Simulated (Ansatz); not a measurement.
Basis-set series for `C[NH2+][In-]([Cl])([Cl])[Cl]`. The species carries charge 0 and has multiplicity 1. In takes the def2 core potential. Geometry: relaxed with PBE0-D4/def2-TZVP. It is one conformer, not always the lowest.

| functional | basis | functions | energy (Eh) | HOMO (eV) | LUMO (eV) |
| --- | --- | --- | --- | --- | --- |
| PBE0-D4 | def2-SVP | 133 | -1665.72901 | -8.42 | -1.33 |
| PBE0-D4 | def2-QZVPP | 556 | -1666.36863 | -8.70 | -1.65 |
| ωB97M-V | def2-SVP | 133 | -1666.12256 | -10.64 | 0.74 |
| ωB97M-V | def2-QZVPP | 556 | -1666.76043 | -11.01 | 0.15 |

Question: Give the rows for def2-TZVPP. (An estimate is asked.)

Answer: Computed: 
| functional | basis | functions | energy (Eh) | HOMO (eV) | LUMO (eV) |
| --- | --- | --- | --- | --- | --- |
| PBE0-D4 | def2-TZVPP | 308 | -1666.32113 | -8.67 | -1.56 |
| ωB97M-V | def2-TZVPP | 308 | -1666.71491 | -10.96 | 0.37 |

Positive LUMOs are unbound and depend on the basis.
